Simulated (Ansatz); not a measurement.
Basis-set extrapolation for `CCOCOCC` (PBE0-D4/def2-TZVP geometry, frozen core, Ansatz 0.2.0). Multiplicity 1, RHF reference.

```csv
,def2-TZVPP,def2-QZVPP
HF,-346.171117,-346.187404
MP2 correlation,-1.347240,-1.440267
CCSD(T) correlation,-1.461257,not run
```

Energies in hartree. Use E(X) = E(∞) + A·exp(−7.88·√X) for Hartree–Fock and E(X) = E(∞) + B·X^(−2.97) for correlation, with X = 3 and 4, and add CCSD(T) minus MP2 of the smaller set to the MP2 limit.

Task: What is the CCSD(T) energy at the basis-set limit?

Result: HF limit: -346.187404 + (-0.016287) × 0.13774 = -346.18965. MP2 limit: -1.440267 + (-0.093027) × 0.74074 = -1.50918. Higher-order term: -1.461257 − (-1.347240) = -0.11402. Total: -347.81285 hartree, 473.8 kJ/mol below CCSD(T)/def2-TZVPP.
